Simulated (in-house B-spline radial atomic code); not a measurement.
**RPA and G0W0 on B3LYP (VWN-RPA): Br6+**

Configuration [Ar] 3d10 4s1, highest spin, mean-field start B3LYP (VWN-RPA). Computed with an all-electron radial atomic-structure program (B-spline basis): all electrons, non-relativistic, point nucleus, each spin shell either full or empty, empty states to l = 9 with an (l + 1/2)⁻⁴ tail; G0W0 by contour deformation at full frequency.

Command:
```bash
python run_gw.py task.json out
```
Settings (radii: box in bohr, nucleus in fm):
```
Z                        35
electrons                29
configuration            [Ar] 3d10 4s1
hamiltonian              nr
method                   b3lyp
lmax                     9
spin_polarised           True
box_radius               9.29
intervals                50
ion_configuration        [Ar] 3d10
```

Run time, properties included: 5.2 s on 1 thread of Arm Neoverse N1 (shared host).

Energies (hartree):

| term | value |
| --- | --- |
| mean-field total | -2564.59824 |
| Hartree-Fock functional on these orbitals | -2563.09610 |
| direct second order | -2.431 |
| second-order exchange | 0.71421 |
| SOSEX correction | 0.66434 |

(1) What is the RPA correlation energy, and what remains with SOSEX?

Quasi-particle levels (eV):

```json
{"level": "4s up", "occupied": "yes", "mean field": "-96.99", "Σx - vxc": "-3.58", "Σc": "?", "QP weight": "?", "G0W0": "?"}
{"level": "3d down", "occupied": "yes", "mean field": "-161.35", "Σx - vxc": "-15.48", "Σc": "2.81", "QP weight": "0.957", "G0W0": "-174.02"}
{"level": "3d up", "occupied": "yes", "mean field": "-161.65", "Σx - vxc": "-15.50", "Σc": "2.82", "QP weight": "0.950", "G0W0": "-174.32"}
{"level": "4s down", "occupied": "no", "mean field": "-92.49", "Σx - vxc": "8.75", "Σc": "-2.64", "QP weight": "0.961", "G0W0": "-86.38"}
```

G0W0 = mean field + (Σx - vxc) + Σc, with Σc (partial-wave tail included) taken at the quasi-particle energy. Only the outer levels were computed. Levels of low weight are left out.

(2) Where does G0W0 put 4s up?

(3) What does it cost to remove one electron (to [Ar] 3d10) by differences of total energies, each species on its own start (correlation terms add to the Hartree-Fock functional)?

Results:

(1) RPA gives -2.1522 hartree (-2.02 eV per electron); RPA + SOSEX gives -1.4878, and the second-order doubles -1.7168 hartree (no singles). RPA lacks exchange-type terms and so overcorrelates at short range.

(2) At -102.43 eV, with Σc = -1.87 eV and a quasi-particle weight of 0.977. The tabulated removal energy is 103.03 ± 0.19 eV (NIST, semi-empirical); the calculation leaves out relativity, Breit and QED terms, and what these don't explain is the method's own error.

(3) B3LYP (VWN-RPA) 102.80 eV, Hartree-Fock functional 100.24 eV, + RPA 102.03 eV, + RPA + SOSEX 101.28 eV, + second order 101.67 eV. Tabulated: 103.03 ± 0.19 eV (NIST, semi-empirical); the calculation leaves out relativity, Breit and QED terms, and what these don't explain is the method's own error.
